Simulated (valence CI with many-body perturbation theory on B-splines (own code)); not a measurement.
# Gd42+: fill in the table

Calculated by configuration interaction combined with many-body perturbation theory (CI+MBPT): four valence electrons over a frozen Dirac-Fock core [Ar], radial functions for each j: 9 s, 9 p, 10 d, 8 f, 5 g, 3 h, 1 i, with the one-electron correlation potential Σ1 (screened to all orders), the two-electron term Σ2, the three-electron term Σ3, Breit, model QED; selected single and double excitations, second order for the rest (own B-spline code, finite nucleus).

The last digits are not significant, and no measured levels were compared; by estimate large intervals hold to a few tenths of a per cent, small ones and those within an open d or f shell to about a per cent. Only levels of the ground parity were solved; by the run's estimate the other parity begins above the list, which can be wrong where configurations are misplaced.

```
                    Level   E (eV)
            (3d3/2^4) J=0    0.000
      (3d3/2^3 3d5/2) J=1        ?
      (3d3/2^3 3d5/2) J=4   39.163
      (3d3/2^3 3d5/2) J=2   39.821
      (3d3/2^3 3d5/2) J=3   43.133
(3d3/2^2 3d5/2^2) J=0 [a]        ?
(3d3/2^2 3d5/2^2) J=2 [a]        ?
(3d3/2^2 3d5/2^2) J=4 [a]        ?
(3d3/2^2 3d5/2^2) J=3 [a]   69.458
    (3d3/2^2 3d5/2^2) J=5   72.978
    (3d3/2^2 3d5/2^2) J=6   75.460
    (3d3/2^2 3d5/2^2) J=1   75.990
(3d3/2^2 3d5/2^2) J=4 [b]   79.617
(3d3/2^2 3d5/2^2) J=3 [b]   79.945
(3d3/2^2 3d5/2^2) J=2 [b]   80.978
(3d3/2^2 3d5/2^2) J=2 [c]   91.057
(3d3/2^2 3d5/2^2) J=4 [c]        ?
(3d3/2^2 3d5/2^2) J=2 [d]  104.565
  (3d3/2 3d5/2^3) J=4 [a]  105.755
  (3d3/2 3d5/2^3) J=3 [a]        ?
```

Levels are named by their leading jj configuration (3d3/2^4 stands for four electrons in 3d with j = 3/2), which in mixed levels can hold well under half, so a name can repeat and another be missing. Letters in brackets count levels of one name in rising energy.

Problem. The levels stand in rising order. What does the calculation give for the missing energies?

Solution. (3d3/2^3 3d5/2) J=1 28.939; (3d3/2^2 3d5/2^2) J=0 [a] 65.332; (3d3/2^2 3d5/2^2) J=2 [a] 67.298; (3d3/2^2 3d5/2^2) J=4 [a] 67.680; (3d3/2^2 3d5/2^2) J=4 [c] 94.712; (3d3/2 3d5/2^3) J=3 [a] 106.008.
